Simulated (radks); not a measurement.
Values are calculated unless marked as measured or tabulated.
Question: Ionisation of Ta49+, [Ar] 3d6, to Ta50+, [Ar] 3d5, under several functionals. Non-relativistic Kohn-Sham, spin-polarised, spherical densities, point nucleus; open shells are filled with parallel spins first (spin-orbit coupling, left out, can overturn this in heavy ions); a radial shooting solver on a logarithmic mesh with Libxc functionals. Known Delta-SCF values: exchange-only PBE 4406.8 eV; AM05 4409.0 eV. What does MS2 meta-GGA give, and what is its highest occupied eigenvalue?

Answer: 4404.9 eV by Delta-SCF; the 3d eigenvalue is -4343.3 eV. NIST: 4410 eV (theoretical).

Beside tabulated values, note that relativity, absent from the non-relativistic runs, is large for the heavy elements.
